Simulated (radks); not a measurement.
Isoelectronic series with 23 electrons, each ion in its NIST ground configuration. Method: scalar-relativistic Kohn-Sham, r2SCAN, spin-polarised, spherical densities, finite nucleus; open shells are filled with parallel spins first (spin-orbit coupling, left out, can overturn this in heavy ions); meta-GGA in the generalised Kohn-Sham scheme; Fermi nuclear charge, rms radius of each element as measured or else 0.836 A^(1/3) + 0.57 fm; computed with a radial shooting solver on a logarithmic mesh with Libxc functionals. Total energies (hartree) and orbital eigenvalues (hartree) (* marks an orbital that is empty in some or all of the ions):

ion    configuration  E (hartree)     4s up*      3d up    3p down
V       [Ar] 3d3 4s2   -949.26415   -0.19060   -0.22953   -1.58527
Cr+         [Ar] 3d5  -1050.68889   -0.36890   -0.40422   -1.82017
Mn2+        [Ar] 3d5  -1157.89298   -0.71169   -0.96233   -2.54957
Fe3+        [Ar] 3d5  -1270.81528   -1.13971   -1.67988   -3.44627
Co4+        [Ar] 3d5  -1389.44057   -1.64476   -2.53624   -4.48481
Ni5+        [Ar] 3d5  -1513.76856   -2.22266   -3.52157   -5.65385
Cu6+        [Ar] 3d5  -1643.80554   -2.87103   -4.63051   -6.94760
Zn7+        [Ar] 3d5  -1779.56320   -3.58842   -5.85989   -8.36281
Ga8+        [Ar] 3d5  -1921.05535   -4.37390   -7.20760   -9.89750
Ge9+        [Ar] 3d5  -2068.29830   -5.22688   -8.67224  -11.55039
As10+       [Ar] 3d5  -2221.31054   -6.14698  -10.25276  -13.32066
Se11+       [Ar] 3d5  -2380.11126   -7.13397  -11.94841  -15.20775
Br12+       [Ar] 3d5  -2544.72179   -8.18773  -13.75860  -17.21130
Kr13+       [Ar] 3d5  -2715.16426   -9.30820  -15.68291  -19.33110
Rb14+       [Ar] 3d5  -2891.46235  -10.49541  -17.72097  -21.56703
Zr17+       [Ar] 3d5  -3455.74228  -14.45832  -24.51535  -28.97156
Nb18+       [Ar] 3d5  -3655.72023  -15.91353  -27.00631  -31.67223
Mo19+       [Ar] 3d5  -3861.68777  -17.43616  -29.61018  -34.48939
Tc20+       [Ar] 3d5  -4073.67817  -19.02645  -32.32688  -37.42320
Ru21+       [Ar] 3d5  -4291.71914  -20.68465  -35.15637  -40.47390

Estimate the row of Sr15+ ([Ar] 3d5).

Answer. E (hartree) -3073.64060; 4s up* -11.74942; 3d up -19.87253; 3p down -23.91906.
